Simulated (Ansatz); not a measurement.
Diatomic CuB, closed-shell singlet (lowest of 2S+1 = 1, 3 at CCSD(T)/def2-TZVPP on PBE0 minima; our sources give no spin for the ground state, which may be another). No spin–orbit coupling. Cu is treated without relativity.

Seven points along R, fitted to fifth degree in 1/R; most abundant isotopes. Runs in def2 and cc sets follow the lowest solution found near the PBE0 minimum. The singlet is held restricted.

Correlated levels freeze the inner cores; with def2 sets outer-core shells near the valence are correlated too.

Codes used: Ansatz (Gaussian basis) for Hartree–Fock, density functionals and correlated methods. Values without a source in brackets are computed.

Energies at CCSD/def2-TZVPP:

| R (Å) | E (hartree) |
|---|---|
| 1.820344 | -1664.30053783 |
| 1.869278 | -1664.30315081 |
| 1.914297 | -1664.30462531 |
| 1.965189 | -1664.30541468 |
| 2.016080 | -1664.30544607 |
| 2.074801 | -1664.30472624 |
| 2.143308 | -1664.30309086 |

### Question
With a reduced mass of 9.3700 u, find the minimum, the force constant and the constants.

### Answer
A fifth-degree polynomial in 1/R puts the minimum at r_e = 1.9925 Å with force constant 114 N/m. Then ω_e = (1/2πc)√(k/μ) = 454 cm⁻¹ and B_e = h/(8π²cμr_e²) = 0.4532 cm⁻¹; the cubic and quartic terms give α_e = 0.0048 and ω_e x_e = 2.8 cm⁻¹.

Doubts at one or more of the structures used: a restricted determinant that unrestricted orbitals would lower (CCSD/def2-TZVPP).

Ansatz is a quantum-chemistry and plane-wave program.
